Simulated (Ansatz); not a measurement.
**Nudged elastic band run: CH3AlClF2N**

Input:

```yaml
crystal:
  periodic: [false, false, false]
  atoms:
    - { symbol: F, position_ang: [-1.124295, -0.920568, 1.531881] }
    - { symbol: C, position_ang: [-0.717784, -1.008114, 0.213629] }
    - { symbol: "N", position_ang: [0.532213, -0.382216, -0.002909] }
    - { symbol: Al, position_ang: [0.7788, 1.332685, -0.368053] }
    - { symbol: F, position_ang: [2.308528, 1.961506, -0.332064] }
    - { symbol: Cl, position_ang: [-0.835699, 2.515724, -0.936679] }
    - { symbol: H, position_ang: [-1.494243, -0.521142, -0.399143] }
    - { symbol: H, position_ang: [-0.677638, -2.08191, -0.037577] }
    - { symbol: H, position_ang: [1.318718, -0.942266, 0.313816] }
basis:
  gaussian: { orbitals: def2-SVP }
hamiltonian:
  xc: pbe0
  dispersion: d4
neb:
  order_check: false
  images: 6
  f_tol: 0.03
  max_iterations: 60
  climbing: false
  final_atoms:
    - { symbol: F, position_ang: [-0.83607709, -1.77194368, -0.79578506] }
    - { symbol: C, position_ang: [-0.73136761, -0.96751659, 0.32322143] }
    - { symbol: "N", position_ang: [0.48908465, -0.25195948, 0.35371667] }
    - { symbol: Al, position_ang: [0.78559381, 1.31274455, -0.42020546] }
    - { symbol: F, position_ang: [2.33250439, 1.88873934, -0.53334337] }
    - { symbol: Cl, position_ang: [-0.81726978, 2.45895424, -1.0900558] }
    - { symbol: H, position_ang: [-0.83121542, -1.62753478, 1.20178398] }
    - { symbol: H, position_ang: [-1.58014089, -0.26433053, 0.29879633] }
    - { symbol: H, position_ang: [1.27748794, -0.82345407, 0.64477228] }
  initial_path:
    images:
      - { positions_ang: [[-1.124295, -0.920568, 1.531881], [-0.717784, -1.008114, 0.213629], [0.532213, -0.382216, -0.002909], [0.7788, 1.332685, -0.368053], [2.308528, 1.961506, -0.332064], [-0.835699, 2.515724, -0.936679], [-1.494243, -0.521142, -0.399143], [-0.677638, -2.08191, -0.037577], [1.318718, -0.942266, 0.313816]] }
      - { positions_ang: [[-0.95457461, -1.15747532, 1.5143623], [-0.7239878, -0.99624481, 0.24874049], [0.52949379, -0.45246801, -0.08188136], [0.78262876, 1.31853344, -0.41988338], [2.22825724, 2.02601161, -0.16392629], [-0.80141798, 2.46213095, -1.20532503], [-1.43241241, -0.3856908, -0.12639473], [-0.85410475, -1.93569365, -0.13432641], [1.31471777, -0.92540442, 0.35153541]] }
      - { positions_ang: [[-0.78485422, -1.39438264, 1.49684361], [-0.7301916, -0.98437561, 0.28385198], [0.52677458, -0.52272002, -0.16085371], [0.78645751, 1.30438188, -0.47171377], [2.14798648, 2.09051722, 0.00421142], [-0.76713696, 2.40853791, -1.47397106], [-1.37058183, -0.2502396, 0.14635353], [-1.0305715, -1.7894773, -0.23107582], [1.31071754, -0.90854284, 0.38925481]] }
      - { positions_ang: [[-0.61513383, -1.63128996, 1.47932491], [-0.73639541, -0.97250642, 0.31896348], [0.52405538, -0.59297204, -0.23982607], [0.79028627, 1.29023032, -0.52354415], [2.06771573, 2.15502283, 0.17234914], [-0.73285595, 2.35494486, -1.74261709], [-1.30875124, -0.1147884, 0.4191018], [-1.20703826, -1.64326095, -0.32782522], [1.30671731, -0.89168126, 0.42697422]] }
      - { positions_ang: [[-0.57395984, -1.75291506, 1.14680119], [-0.73833592, -0.96670679, 0.33461954], [0.51789418, -0.57436396, -0.18887954], [0.79125681, 1.28738168, -0.53099451], [2.07114093, 2.1446276, 0.14359494], [-0.7302232, 2.3468349, -1.76452806], [-1.21403302, -0.27284451, 0.64780565], [-1.33596724, -1.38360674, -0.27977189], [1.3008273, -0.87470812, 0.47425369]] }
      - { positions_ang: [[-0.66133226, -1.75925793, 0.49927244], [-0.73601315, -0.96697672, 0.33082017], [0.508291, -0.4668958, -0.00801414], [0.78936914, 1.29583597, -0.49406482], [2.15826208, 2.05933151, -0.08205116], [-0.75923873, 2.38420801, -1.53970398], [-1.08642715, -0.72440794, 0.83246509], [-1.41735846, -1.01051467, -0.08691582], [1.29304752, -0.85762344, 0.53109322]] }
      - { positions_ang: [[-0.74870467, -1.7656008, -0.14825631], [-0.73369038, -0.96724666, 0.3270208], [0.49868783, -0.35942764, 0.17285127], [0.78748148, 1.30429026, -0.45713514], [2.24538323, 1.97403543, -0.30769727], [-0.78825425, 2.42158112, -1.31487989], [-0.95882128, -1.17597136, 1.01712454], [-1.49874967, -0.6374226, 0.10594025], [1.28526773, -0.84053875, 0.58793275]] }
      - { positions_ang: [[-0.83607709, -1.77194368, -0.79578506], [-0.73136761, -0.96751659, 0.32322143], [0.48908465, -0.25195948, 0.35371667], [0.78559381, 1.31274455, -0.42020546], [2.33250439, 1.88873934, -0.53334337], [-0.81726978, 2.45895424, -1.0900558], [-0.83121542, -1.62753478, 1.20178398], [-1.58014089, -0.26433053, 0.29879633], [1.27748794, -0.82345407, 0.64477228]] }
```

Run as:

```bash
$ ansatz run input.yaml --threads 2 --pin off --max-ram 3072MiB --backend cpu --events-out ev --progress --plain --runs-dir out
```

Output, in part (warnings, iteration lines, the closing report on the highest movable image, with atoms numbered from 0):

```
NEB end point (image 0): max|allowed force component| = 7.244e-3 eV/Å (the criterion of neb.relax_end_points is 1.000e-2)
NEB end point (image 7): max|allowed force component| = 1.116e-2 eV/Å (the criterion of neb.relax_end_points is 1.000e-2)
NEB iter   1: max|band force component| = 1.719e2 eV/Å  barrier→ = 40.8151 eV  barrier← = 40.8150 eV  Δτ_max = 0.2000 Å  (218 SCF iters)
NEB iter   2: max|band force component| = 4.886e1 eV/Å  barrier→ = 15.7221 eV  barrier← = 15.7220 eV  Δτ_max = 0.2000 Å  (190 SCF iters)
NEB iter   3: max|band force component| = 2.647e1 eV/Å  barrier→ = 4.5162 eV  barrier← = 4.5162 eV  Δτ_max = 0.1969 Å  (182 SCF iters)
NEB iter   4: max|band force component| = 1.724e1 eV/Å  barrier→ = 2.1213 eV  barrier← = 2.1213 eV  Δτ_max = 0.1969 Å  (173 SCF iters)
NEB iter   5: max|band force component| = 8.435e0 eV/Å  barrier→ = 0.6872 eV  barrier← = 0.6871 eV  Δτ_max = 0.1698 Å  (171 SCF iters)
NEB iter   6: max|band force component| = 5.137e0 eV/Å  barrier→ = 0.4079 eV  barrier← = 0.4079 eV  Δτ_max = 0.1570 Å  (173 SCF iters)
NEB iter   7: max|band force component| = 3.287e0 eV/Å  barrier→ = 0.3275 eV  barrier← = 0.3275 eV  Δτ_max = 0.0837 Å  (172 SCF iters)
NEB iter   8: max|band force component| = 1.703e0 eV/Å  barrier→ = 0.2593 eV  barrier← = 0.2593 eV  Δτ_max = 0.0302 Å  (177 SCF iters)
NEB iter   9: max|band force component| = 3.940e-1 eV/Å  barrier→ = 0.2582 eV  barrier← = 0.2582 eV  Δτ_max = 0.0170 Å  (160 SCF iters)
NEB iter  10: max|band force component| = 4.842e-2 eV/Å  barrier→ = 0.2582 eV  barrier← = 0.2582 eV  Δτ_max = 0.0064 Å  (146 SCF iters)
NEB iter  11: max|band force component| = 2.571e-2 eV/Å  barrier→ = 0.2582 eV  barrier← = 0.2581 eV  Δτ_max = 0.0000 Å  (301 SCF iters)
Total energy: -27106.46780673 eV, -996.1443184736 hartree
Atom 0 at    -0.475614    -2.197404     0.875328 Å, force     0.014639    -0.033227    -0.056682 eV/Å
Atom 1 at    -0.753366    -0.975111     0.331097 Å, force     0.018187     0.010200    -0.003840 eV/Å
Atom 2 at     0.462989    -0.218594     0.239208 Å, force    -0.010199    -0.015720    -0.007435 eV/Å
Atom 3 at     0.801413     1.307580    -0.569674 Å, force    -0.002756     0.000550    -0.004074 eV/Å
Atom 4 at     2.310781     1.976552    -0.458354 Å, force     0.008484    -0.001911    -0.004003 eV/Å
Atom 5 at    -0.707643     2.293336    -1.613258 Å, force     0.007539    -0.018683    -0.036594 eV/Å
Atom 6 at    -1.513021    -0.493815     0.976839 Å, force     0.008562    -0.024738     0.054967 eV/Å
Atom 7 at    -1.197236    -1.132817    -0.668620 Å, force    -0.027990     0.052682     0.003760 eV/Å
Atom 8 at     1.160298    -0.606027     0.870334 Å, force    -0.016466     0.030847     0.053900 eV/Å
Dipole moment:    -0.119947    -0.083565     0.099823 e Å
```

It converged. No image climbed, so the highest image needn't sit at the top of the path.

Final band (atoms are numbered from 1 in the order of the input):

| image | path coordinate (Å) | energy (kJ/mol) | dihedral H8–C2–N3–Al4 (°) |
| --- | --- | --- | --- |
| 0 | 0.00 | 0.0 | 154 |
| 1 | 0.71 | 3.5 | 125 |
| 2 | 1.42 | 13.2 | 96 |
| 3 | 2.13 | 24.9 | 71 |
| 4 | 2.84 | 24.9 | 51 |
| 5 | 3.55 | 13.2 | 25 |
| 6 | 4.26 | 3.5 | -4 |
| 7 | 4.97 | 0.0 | -33 |

Time of the run: 3.5 min on 2 threads of Arm Neoverse V1 (shared host), peak memory 0.24 GiB.
